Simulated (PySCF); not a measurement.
Open-shell species derived from `CC#CC1NCC1=N`. All by UKS B3LYP (pcH-1 on C H N) in PySCF, non-relativistic with spin–orbit coupling as a perturbation, on GFN2-xTB geometries; isolated species, one conformer each; SCF stability not tested; the geometry of [H]/N=C1\[CH]N[C@H]1C#CC has an imaginary frequency at that level. Couplings are magnitudes for isotopes of over 50 % abundance, averaged over nuclei equivalent by connectivity (but not across a short bond from an atom whose three angles sum to over 350°); populations are Mulliken's. A GFN2-xTB geometry isn't a minimum of the functional, and hyperfine couplings can be far from their values at a DFT geometry, by a factor of two or more for some ions and for spin on atoms past the first row.

```json
{"species": "[H]/N=C1/C[N][C@H]1C#CC", "change": "H removed from N", "⟨S²⟩": "0.754", "g1": "2.0020", "g2": "2.0038", "g3": "2.0070", "largest spin population on": "nitrogen bonded to 2 C (0.92)", "largest couplings": "1 × 1H 156 MHz, 1 × 1H 140 MHz, 1 × 1H 101 MHz, 1 × 14N 33 MHz"}
{"species": "[H]/N=C1\\[CH]N[C@H]1C#CC", "change": "H removed from sp3 C", "⟨S²⟩": "0.763", "g1": "2.0021", "g2": "2.0035", "g3": "2.0041", "largest spin population on": "carbon bonded to C, N and H (0.55)", "largest couplings": "1 × 1H 37 MHz, 1 × 1H 33 MHz, 1 × 14N 28 MHz, 1 × 1H 23 MHz, and 2 smaller"}
```

(1) Predict the same entries for `C1[NH+][C@H](C#CC)/C1=N/[H]` [radical] (charge +1) (electron removed).

(2) Which has the highest and which the lowest g_iso, and which the widest g anisotropy?

(3) How many first-order lines does each doublet give under fast tumbling, over what width, and where is its centre at 9.5 GHz?

Results:

(1) ⟨S²⟩: 0.754; g1: 2.0027; g2: 2.0032; g3: 2.0053; largest spin population on: nitrogen bonded to 2 C and H (0.40); largest couplings: 1 × 1H 195 MHz, 1 × 1H 131 MHz, 1 × 14N 37 MHz, 1 × 1H 33 MHz, and 4 smaller. Largest spin populations (Mulliken): N5 (+0.40), N8 (+0.18), C2 (+0.15) and H12 (+0.08). (Numbering: [H]/[N:8]=[C:7]1/[C@@H:4]([C:3]#[C:2][CH3:1])[NH+:5][CH2:6]1 (hydrogens: H9, H10, H11 on C1; H12 on C4; H13 on N5; H14, H15 on C6; H16 on N8).)

(2) Highest: [H]/N=C1/C[N][C@H]1C#CC (2.0043, largest spin population on nitrogen bonded to 2 C). Lowest: [H]/N=C1\[CH]N[C@H]1C#CC (2.0032, largest spin population on carbon bonded to C, N and H). Widest: [H]/N=C1/C[N][C@H]1C#CC, g3 − g1 = 0.0050, which alone would spread the powder pattern at 94 GHz over 8.3 mT.

(3) 
| species | lines | width (mT) | centre (mT) |
| --- | --- | --- | --- |
| [H]/N=C1\C[NH+][C@@H]1C#CC (charge +1 and doublet state) | 1152 | 20.7 | 338.74 |
| [H]/N=C1/C[N][C@H]1C#CC | 24 | 16.5 | 338.65 |
| [H]/N=C1\[CH]N[C@H]1C#CC | 144 | 6.6 | 338.83 |

Splittings under 0.05 mT aren't counted.

Means can hide wide spreads in the frozen geometry: [H]/N=C1\C[NH+][C@@H]1C#CC (charge +1 and doublet state), 3 × 1H from 8 to 45 MHz (mean 23). The drawing needn't show where the spin sits: the atom drawn as the radical centre holds a spin population of 0.40 in [H]/N=C1\C[NH+][C@@H]1C#CC (charge +1 and doublet state) and 0.55 in [H]/N=C1\[CH]N[C@H]1C#CC.
